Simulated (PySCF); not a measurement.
An element was calculated at r2SCAN (PySCF 2.14, ECP, a double-zeta basis, no spin-orbit coupling), in the ground configurations that NIST lists.

- electron affinity: 1.520 eV
- first ionisation energy: 7.415 eV
- second ionisation energy: 14.367 eV
- third ionisation energy: 30.466 eV

Problem. Which element is it?

Solution. Tin (Sn, Z = 50), in aug-cc-pwCVDZ-PP with ECP28MDF. NIST lists 7.344, 14.633, 30.506 eV for these ionisation energies.
